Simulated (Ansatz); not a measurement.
C₃H₈AlClFN, singlet, geometry from GFN2-xTB (such geometries of metal compounds can be far from the true shape); SC-NEVPT2/STO-3G, CASSCF(2,2) run with Ansatz (a quantum-chemistry and plane-wave program).

Ansatz was given this input:
Ansatz 0.2 input:
```yaml
crystal:
  periodic: [false, false, false]
  atoms:
    - {symbol: Al, position_ang: [0.58424929, -0.60218491, 0.40570434]}
    - {symbol: Cl, position_ang: [2.28293094, 0.48969969, 0.32964762]}
    - {symbol: F, position_ang: [0.64873847, -2.20361099, 0.80783260]}
    - {symbol: N, position_ang: [-1.04340362, 0.06088208, 0.07805567]}
    - {symbol: C, position_ang: [-2.24019636, -0.76289208, 0.13214336]}
    - {symbol: C, position_ang: [-1.26395759, 1.42777715, -0.35933466]}
    - {symbol: C, position_ang: [-1.51285630, 1.54719961, -1.86263187]}
    - {symbol: H, position_ang: [-2.70215182, -0.87648079, -0.85247522]}
    - {symbol: H, position_ang: [-2.97818143, -0.32583914, 0.81323243]}
    - {symbol: H, position_ang: [-1.96746141, -1.75129863, 0.49949381]}
    - {symbol: H, position_ang: [-2.11382187, 1.85296546, 0.18970103]}
    - {symbol: H, position_ang: [-0.36995767, 2.00558067, -0.10618230]}
    - {symbol: H, position_ang: [-2.43631944, 1.05074480, -2.14832780]}
    - {symbol: H, position_ang: [-1.58197121, 2.59394079, -2.14682211]}
    - {symbol: H, position_ang: [-0.68796155, 1.08771233, -2.40472976]}
basis:
  gaussian:
    orbitals: STO-3G
magnetization: {spin_polarized: false}
correlation: {method: sc_nevpt2, electrons: all, active_space: {window: {electrons: 2, orbitals: 2}}}
```

What the program printed (banner, timings and long lists left out):

```
Functional definition: HF
665 factors; integrals over basis functions are off by at most 5.6e-5 eV
mean field evaluation 1: about -26185.8489 eV, gradient 2.8e1 eV
mean field evaluation 2: about -26186.1444 eV, gradient 2.8e1 eV
mean field evaluation 4: about -26189.2941 eV, gradient 1.6e0 eV
mean field evaluation 8: about -26189.3056 eV, gradient 3.6e-2 eV
mean field -26189.30563476 eV, -962.4392303284 hartree, gradient 1.5e-6 eV, S^2 0.000000; 0 other end points of the search recorded, 0 dependent functions left out
reference -26189.30563476 eV, -962.4392303284 hartree; 36, 36 occupied and 15, 15 virtual orbitals, 665 factors
state -26189.71969899 eV, -962.4544469083 hartree
state -26189.71969899 eV, -962.4544469083 hartree; corrected -26196.27581267 eV, -962.6953796420 hartree
Total energy: -26196.27581267 eV, -962.6953796420 hartree
```
